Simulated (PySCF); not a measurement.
Working out the ionisation energy of Sc

Sc [Ar] 3d1 4s2 (2D) → Sc⁺ [Ar] 3d1 4s1 (3D). Calculation: PySCF 2.14, in Sapporo-DKH3-DZP-2012 (6s5p3d1f, 43 functions); scalar relativity by spin-free X2C-1e. Frozen: [Ar]. Energies in hartree (1 hartree = 27.21139 eV):

| part | Sc (lower) | Sc⁺ (upper) |
| --- | --- | --- |
| UHF | -763.267937 | -763.069282 |
| MP2 opposite-spin | -0.023765 | 0.000000 |
| MP2 same-spin | -0.002451 | -0.002419 |

Q: What does Hartree-Fock give?

A: (-763.069282) − (-763.267937) = 0.198655 hartree = 5.406 eV.

Q: What do MP2 and SCS-MP2 (6/5 opposite-spin, 1/3 same-spin) give?

A: The opposite-spin parts differ by 0.647 eV and the same-spin parts by 0.001 eV. MP2: 5.406 + (0.647) + (0.001) = 6.054 eV. SCS-MP2: 5.406 + 1.2 × (0.647) + (0.001)/3 = 6.183 eV.

Measured between the centres of the two terms (NIST): 6.562 eV, so MP2 (valence) is off by -0.508 eV.

A double-zeta basis recovers only part of the correlation energy.

What remains against the reference includes basis incompleteness, the frozen core and correlation beyond second order.
